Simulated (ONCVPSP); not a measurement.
# What one change does to a pseudopotential (Ag (Z = 47), ONCV)

* Element: silver (Ag)
* Generator: ONCVPSP 4.0.1
* Type: optimised norm-conserving Vanderbilt (ONCV)
* Functional: LDA (Perdew-Zunger)
* Relativity: scalar-relativistic
* Frozen core: [Ar] 3d10
* Valence charge: 19
* Reference configuration: 4s2 4p6 4d10 5s0.5 (charge +0.5)
* Partial waves: 4s+5s: rc 1.65 bohr, ncon 4, nbas 7, qcut 7.1 1/bohr, 2 projectors; 4p: rc 1.00 bohr, ncon 4, nbas 7, qcut 7.7 1/bohr, 2 projectors, debl 0.5 Ha; 4d: rc 1.55 bohr, ncon 3, nbas 8, qcut 11.5 1/bohr, 1 projector
* Local potential: polynomial inside 0.85 bohr (lpopt 5, dvloc0 2 Ha)
* Core correction: Teter function, fcfact 2.5, rcfact 1.4

In the p channel the program set the typed energies aside and used -2.302, 0.250 Ha.

Change: s: rc 1.2.

Cutoffs: the cutoffs (Ha) at which the residual kinetic energy of the hardest occupied pseudo-wave falls to 1 and 0.1 mHa per electron; they do not see the model core or the augmentation charge, which bear on the density cutoff. Errors are all-electron minus pseudo energies relative to the spin-unpolarised reference configuration.

**Question.** Predict the effect on cutoff, ghosts and configuration errors.

**Answer.** The potential gets neither clearly harder nor softer (122 Ha and 148 Ha → 122 Ha and 148 Ha); the p channel sets the loose cutoff, while the largest relative change is in s, which becomes harder; of the 4 tests that both files solve, the error grows in 0 and shrinks in 2 by more than 15 % and 0.3 meV (median size 1.3 → 1.1 meV); neither file shows a bound ghost.

```tsv
quantity	base	changed
cutoff, loose	122 Ha	122 Ha
cutoff, tight	148 Ha	148 Ha
loose cutoff by channel	s 18 Ha, p 122 Ha, d 34 Ha	s 69 Ha, p 122 Ha, d 34 Ha
bound ghosts	none	none
GHOST(+) flags under 300 eV	s at 82.0 eV	s at 180.1 eV
error for 4s2 4p6 4d10 5s1, meV [ΔE -3.19 eV]	+0.6	+0.7
error for 4s2 4p6 4d10 5s0, meV [ΔE 4.92 eV]	-1.1	-0.8
error for 4s2 4p6 4d9 5s0, meV [ΔE 27.30 eV]	-1.6	-1.4
error for 4s1 4p6 4d10 5s1, meV [ΔE 98.90 eV]	-384	-98
p: phases at 1.02 bohr within 0.05 rad from the reference energy up to (Ha; the scan ends near 5)	to the end of the scan	to the end of the scan
d: phases at 1.57 bohr within 0.05 rad from the reference energy up to (Ha; the scan ends near 5)	3.2	3.2
rms error of d²Exc/dni dnj with the model core, mHa	0.95	0.85
```
